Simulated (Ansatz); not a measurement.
Species: C₅H₁₁O (charge 0, doublet). It need not be the lowest isomer of its formula. SMILES: CC(C)(C)O[CH2]
Geometry from a B3LYP-D3(BJ)/def2-TZVP (Ansatz, an electronic-structure program) optimisation:
```xyz
17

C     -0.2405    -1.2653    -0.9360
C     -0.3256    -0.1380     0.0906
C     -1.1016     1.0605    -0.4537
C     -0.9484    -0.6334     1.3892
O      1.0126     0.2715     0.4844
C      1.8649     0.7236    -0.4621
H      0.3454    -2.0945    -0.5384
H     -1.2411    -1.6288    -1.1744
H      0.2290    -0.9267    -1.8594
H     -0.6873     1.4208    -1.3951
H     -2.1392     0.7773    -0.6354
H     -1.0871     1.8787     0.2671
H     -1.9683    -0.9782     1.2150
H     -0.9724     0.1679     2.1282
H     -0.3650    -1.4595     1.7964
H      1.4776     1.1403    -1.3823
H      2.8151     1.0462    -0.0649
```
Charge 0, spin multiplicity 2.

Property: atomisation energy (electronic, to ground-state atoms), in kcal/mol. Valence correlation only, unless marked. Open shells are spin-unrestricted. Spin-orbit coupling is left out. No relativistic terms. The coupled-cluster limit lacks core correlation, which all-electron functionals hold. Basis-set limits of correlation are two-point, X^-3; Hartree-Fock from the larger set. [CCSD(T)-MP2]/basis is that difference in the basis named.

| level | program | atomisation energy (kcal/mol) |
|---|---|---|
| HF/6-31G | Ansatz | 1120.5 |
| PBE-D3(BJ)/def2-TZVPD | Ansatz + dftd3 | 1619.6 |
| PBE-D4/def2-TZVPD | Ansatz + dftd4 | 1619.1 |
| BLYP-D3(BJ)/def2-TZVPD | Ansatz + dftd3 | 1580.7 |

### Question
Estimate the value at RI-MP2/CBS(cc-pVTZ,cc-pVQZ)+[CCSD(T)-MP2]/cc-pVTZ as computed with Ansatz.

### Answer
1586.2 kcal/mol, so BLYP-D3(BJ)/def2-TZVPD differs from it by -5.5 kcal/mol.
